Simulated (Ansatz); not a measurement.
C₃H₇B, SMILES `CC1BC1`. The species carries charge 0 and has multiplicity 1. All single points use the PBE0-D4/def2-TZVP geometry.

```xyz
11

C     1.001    0.937    0.277
C    -0.378    0.328    0.180
B    -0.873   -0.393   -1.070
C    -0.544   -1.203    0.179
H     1.376    0.912    1.305
H     1.001    1.976   -0.061
H     1.720    0.394   -0.343
H    -1.132    0.851    0.767
H    -1.200   -0.363   -2.209
H    -1.332   -1.631    0.793
H     0.361   -1.808    0.184
```

What is the dipole moment at r2SCAN/def2-TZVPP? (Best estimate.)

The calculation gave: 0.35 D, with components (0.08, 0.12, 0.32) D in this frame, pointing from negative to positive charge.

And with PBE, B3LYP, ωB97M-V? (Best estimate.)

Ansatz gave: PBE 0.40 D, B3LYP 0.29 D, ωB97M-V 0.28 D.

Give the Mulliken charges with r2SCAN, PBE, B3LYP in def2-TZVPP. (Best estimate.)

Computed: 
```json
{"atom": "C1", "r2SCAN": "-0.12", "PBE": "-0.23", "B3LYP": "-0.23"}
{"atom": "C2", "r2SCAN": "-0.03", "PBE": "-0.07", "B3LYP": "-0.09"}
{"atom": "B3", "r2SCAN": "0.03", "PBE": "-0.01", "B3LYP": "0.01"}
{"atom": "C4", "r2SCAN": "-0.22", "PBE": "-0.22", "B3LYP": "-0.25"}
{"atom": "H5", "r2SCAN": "0.04", "PBE": "0.08", "B3LYP": "0.08"}
{"atom": "H6", "r2SCAN": "0.04", "PBE": "0.08", "B3LYP": "0.08"}
{"atom": "H7", "r2SCAN": "0.03", "PBE": "0.07", "B3LYP": "0.06"}
{"atom": "H8", "r2SCAN": "0.05", "PBE": "0.08", "B3LYP": "0.08"}
{"atom": "H9", "r2SCAN": "0.03", "PBE": "0.04", "B3LYP": "0.06"}
{"atom": "H10", "r2SCAN": "0.07", "PBE": "0.09", "B3LYP": "0.10"}
{"atom": "H11", "r2SCAN": "0.07", "PBE": "0.08", "B3LYP": "0.09"}
```

B3LYP here is the variant with VWN-RPA as its local correlation; programs differ in this.
